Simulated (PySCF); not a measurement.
C2H4F, SMILES F[CH]C, multiplicity 2. Atoms are numbered in the order given.

```xyz
7

C     -1.1520     0.1680    -0.3059
C      0.3055     0.3778    -0.2222
F      0.9904    -0.5518     0.4841
H     -1.5972     0.9206    -0.9577
H     -1.6367     0.2429     0.6785
H     -1.3846    -0.8219    -0.7074
H      0.7837     1.3493    -0.2020
```
Charge 0, spin multiplicity 2.

Coordinates come from a B3LYP-D3(BJ)/def2-TZVP optimisation. The isomer is the one that the SMILES or the coordinates give; other isomers of the formula were not compared.

These are PBE/pcH-1 in PySCF values and carry that method's errors.

Unrestricted Kohn–Sham, ⟨S²⟩ = 0.753. Hyperfine tensors hold the contact and dipolar terms, without spin-orbit corrections.

Question: Estimate the hyperfine couplings. (An estimate is asked for; the answer gives what the named calculation found.)

Answer: 
```json
[
 {"nucleus": "13C no. 1", "A(iso) (MHz)": "-18.6", "A(iso) (G)": "-6.6", "dipolar principal values (MHz)": "-2.8, -1.4, 4.1"},
 {"nucleus": "13C no. 2", "A(iso) (MHz)": "169.4", "A(iso) (G)": "60.4", "dipolar principal values (MHz)": "-80.7, -79.5, 160.2"},
 {"nucleus": "19F no. 3", "A(iso) (MHz)": "115.4", "A(iso) (G)": "41.2", "dipolar principal values (MHz)": "-272.8, -237.6, 510.4"},
 {"nucleus": "1H no. 4", "A(iso) (MHz)": "5.7", "A(iso) (G)": "2.0", "dipolar principal values (MHz)": "-5.6, -4.3, 9.9"},
 {"nucleus": "1H no. 5", "A(iso) (MHz)": "136.4", "A(iso) (G)": "48.7", "dipolar principal values (MHz)": "-4.9, -2.8, 7.7"},
 {"nucleus": "1H no. 6", "A(iso) (MHz)": "63.2", "A(iso) (G)": "22.6", "dipolar principal values (MHz)": "-5.3, -5.0, 10.3"},
 {"nucleus": "1H no. 7", "A(iso) (MHz)": "-35.0", "A(iso) (G)": "-12.5", "dipolar principal values (MHz)": "-35.5, -2.3, 37.9"}
]
```

Question: And the g tensor (effective nuclear charges for spin-orbit coupling, GIAO)? (The exact figures need the calculation; the answer reports its results.)

Answer: principal values 2.0021, 2.0047, 2.0052; isotropic 2.0040.
